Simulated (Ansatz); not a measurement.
Reaction (cleavage of the Si–Ge bond): `[CH3][GeH2][SiH2]Cl` + `N[Si](O)(O)F` → `O[Si](O)(F)N[SiH2]Cl` + `[CH3][GeH3]`

Computed with Ansatz on PBE0-D4/def2-TZVP structures; ΔE is electronic, products minus reactants. CCSD(T)/CBS adds triple-zeta CCSD(T) − MP2 to the extrapolated MP2 energy (def2 sets, frozen cores). DFT in def2-TZVPP. For Ge outer-core shells are correlated without core-valence functions, which leaves a few kJ/mol of doubt a bond. Scalar relativity is left out up to krypton. Each species was taken in one conformer, which may not be the lowest.

`[CH3][GeH2][SiH2]Cl`:

Z-matrix (Å, degrees):
```
C
Ge 1 1.956
H 1 1.090 2 110.1
H 1 1.090 2 110.3 3 -120.2
H 1 1.090 2 109.8 3 120.0
Si 2 2.380 1 110.1 3 -177.3
H 2 1.543 1 110.5 3 62.1
H 2 1.540 1 110.3 3 -57.3
Cl 6 2.069 2 108.2 1 52.5
H 6 1.485 2 113.0 1 171.5
H 6 1.486 2 112.0 1 -65.3
```

`N[Si](O)(O)F`:

Cartesian coordinates in Å:
```
N 0.700 0.836 -0.853
Si -0.022 -0.099 0.352
O 0.093 -1.638 -0.168
O -1.531 0.431 0.665
F 0.667 -0.024 1.786
H 0.649 1.840 -0.840
H 1.505 0.499 -1.353
H 0.066 -2.327 0.497
H -2.126 0.481 -0.084
```

`O[Si](O)(F)N[SiH2]Cl`:

Z-matrix (Å, degrees):
```
Si
O 1 1.628
F 1 1.591 2 108.6
O 1 1.619 2 106.5 3 -121.3
N 1 1.705 2 116.0 3 116.9
H 2 0.959 1 117.9 3 -56.5
H 4 0.959 1 117.2 2 27.8
Si 5 1.714 1 128.2 2 -98.0
H 5 1.011 1 115.3 2 67.2
Cl 8 2.068 5 111.5 1 67.7
H 8 1.479 5 108.2 1 -174.9
H 8 1.475 5 111.2 1 -50.3
```

`[CH3][GeH3]`:

```xyz
8

C    -1.017   -0.091   -0.174
Ge    0.900    0.080    0.154
H    -1.204   -0.296   -1.229
H    -1.431   -0.907    0.418
H    -1.531    0.832    0.097
H     1.629   -1.219   -0.233
H     1.167    0.366    1.643
H     1.487    1.235   -0.677
```

```
         level  ΔE (kcal/mol)
     r2SCAN-D4          -12.8
       PBE0-D4          -11.1
        r2SCAN          -12.6
MP2/def2-TZVPP          -14.4
```

What does CCSD(T)/CBS give? (Estimate.)

Computed: -13.1 kcal/mol. The listed levels differ from it by 0.3, 2.0, 0.5, -1.3 kcal/mol.

Largest T1 diagnostic among the species: 0.011.

From PBE to PBE0 (25 % exact exchange), in def2-TZVPP and without D4, ΔE moves by −1.3 kcal/mol. In def2-TZVPP, CCSD(T) changes the Hartree–Fock value by +2.8 kcal/mol (the triples alone add +0.2 kcal/mol) and MP2 by +2.1 kcal/mol.
